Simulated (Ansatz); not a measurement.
Geometry optimisation, RKS B3LYP/def2-TZVP (Ansatz 0.2.0).

Input file:

```yaml
crystal:
  periodic: [false, false, false]
  atoms:
    - { symbol: S, position_ang: [-1.09947, -1.02909, -1.13668] }
    - { symbol: O, position_ang: [-0.45264, -0.3998, 0.25335] }
    - { symbol: As, position_ang: [0.87288, 0.89188, 0.17874] }
    - { symbol: H, position_ang: [-2.23027, -0.29582, -1.15884] }
    - { symbol: H, position_ang: [2.01363, -0.08898, 0.19047] }
    - { symbol: H, position_ang: [0.89587, 0.92181, 1.67296] }
basis:
  gaussian: { orbitals: def2-TZVP }
hamiltonian:
  xc: b3lyp
relax:
  f_tol: 0.015
  max_steps: 40
```

Run as:

```bash
$ ansatz run input.yaml --threads 2 --pin off --max-ram 3072MiB --backend cpu --events-out ev --progress --plain --runs-dir out
```

Problem. Where does it end, and by what steps?

Solution. It converged. The force dipped under the threshold on the way, but the program's further checks kept it going. After 7 steps the energy has fallen by 0.054 eV; H4 moved furthest, 0.23 Å.

```tsv
step	energy less start (eV)	largest force component (eV/Å)	accepted
0	0.0000	0.642	yes
1	-0.0395	0.269	yes
2	-0.0494	0.167	yes
3	-0.0515	0.061	yes
4	-0.0527	0.104	yes
5	-0.0534	0.057	yes
6	-0.0542	0.009	yes
7	-0.0543	0.010	yes
```

```xyz
6
Properties=species:S:1:pos:R:3
S -1.086 -1.094 -1.046
O -0.521 -0.458 0.383
As 0.747 0.877 0.214
H -2.072 -0.203 -1.303
H 1.953 -0.053 0.025
H 0.979 0.930 1.727
```

Whether the end is a true minimum wasn't checked by a vibrational analysis.

Time of the run: 18 s on 2 threads of Intel(R) Xeon(R) Platinum 8488C (Sapphire Rapids), on a shared host, peak memory 0.29 GiB.
